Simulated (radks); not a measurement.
The numbers below are computed, except where a source is named.
Ionisation of the tellurium ion Te2+, [Kr] 4d10 5s2 5p2, to Te3+, [Kr] 4d10 5s2 5p1, under several functionals. Dirac Kohn-Sham, spin-unpolarised, spherical densities, point nucleus; open shells fill j = l - 1/2 first; a radial shooting solver on a logarithmic mesh with Libxc functionals.

| functional | E(Te2+) (hartree) | Exc (hartree) | IE (eV) | -e(HOMO) (eV) | <r> HOMO (bohr) | IE error (eV) |
|---|---|---|---|---|---|---|
| PBEsol | -6792.93716 | -172.56654 | 27.603 | 22.897 | 2.285 | -0.237 |
| PBE | -6795.83745 | -175.50527 | 27.537 | 22.837 | 2.293 | -0.303 |
| HCTH/407 | -6800.09116 | -179.96587 | 27.685 | 22.996 | 2.287 | -0.155 |
| LDA (Slater exchange, Perdew-Zunger correlation) | -6790.18617 | -169.78207 | 27.891 | 23.143 | 2.282 | +0.051 |
| XLYP | -6797.08143 | -176.75687 | 27.522 | 22.777 | 2.302 | -0.318 |
| BLYP | -6796.50460 | -176.17320 | 27.503 | 22.759 | 2.299 | -0.337 |

NIST Atomic Spectra Database: 27.84 eV (measured). Closest: LDA (Slater exchange, Perdew-Zunger correlation). The Delta-SCF values span 0.39 eV, the total energies 9.90 hartree. The highest occupied level is 5p1/2. Spin polarisation and multiplet splitting are left out, so open shells lie too high by an amount that depends on their filling.

Beside tabulated values, note that spin-unpolarised runs miss the spin-polarisation part of the exchange energy of open shells.
